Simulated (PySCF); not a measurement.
**Distorted geometries of NdCl3(H2O)**

NdCl3(H2O) (singlet in the valence; each metal's 4f electrons, 3 of them, lie in its core potential, out of spins and levels). PySCF 2.14.0, RKS r2SCAN, Nd lcecp-1-SVP with ECP49, Cl def2-SVP, O def2-SVP, H def2-SVP; non-relativistic Hamiltonian with scalar-relativistic core potentials where named; density fitting; no spin-orbit coupling. Relaxed geometry:

```xyz
7

Nd    0.0154   -0.0994    0.0088
Cl    0.9511    2.1235    0.9225
Cl   -1.6127   -1.4998    1.3953
Cl    1.2132   -1.2445   -1.9383
O    -1.2848    1.5047   -1.2996
H    -0.9849    2.4071   -1.0949
H    -1.6816    1.5182   -2.1821
```

Task: Order these distorted geometries by energy above the relaxed one, lowest first.
A.
```xyz
7

Nd    0.0507   -0.1144   -0.0098
Cl    0.9116    2.1230    0.9501
Cl   -1.5948   -1.5099    1.4227
Cl    1.1908   -1.2551   -1.9561
O    -1.2857    1.5359   -1.2612
H    -0.9549    2.4366   -1.1440
H    -1.7020    1.4937   -2.1900
```
B.
```xyz
7

Nd    0.0989   -0.0804   -0.0591
Cl    0.8984    2.1087    0.9202
Cl   -1.5587   -1.4735    1.4292
Cl    1.2623   -1.2372   -1.9902
O    -1.4008    1.4456   -1.2463
H    -0.9968    2.4070   -1.0917
H    -1.6876    1.5396   -2.1504
```
C.
```xyz
7

Nd    0.1675   -0.1316   -0.0079
Cl    1.0233    2.0065    1.0419
Cl   -1.6175   -1.5621    1.4725
Cl    1.1028   -1.2471   -1.9303
O    -1.2271    1.6215   -1.3066
H    -1.1543    2.3969   -1.0924
H    -1.6791    1.6257   -2.3653
```

Result: A (0.08 eV), B (0.24 eV), C (1.96 eV).

Task: Which forces (eV/Å) act in the one that lies 0.08 eV up?

Result: 
```
Nd  -0.51  0.14  0.55
Cl   0.07 -0.05 -0.04
Cl   0.23  0.17 -0.22
Cl   0.18 -0.14 -0.29
O   -0.95 -0.51 -2.10
H    0.10  0.26  0.10
H    0.88  0.12  2.00
```
Forces carry noise of the integration grid, about 0.01 to 0.03 eV/Å.

No frequency check is given that shows the relaxed geometry to be a minimum. An lcecp potential fixes the number of 4f electrons, so in runs with it no electron can move into or out of that shell.
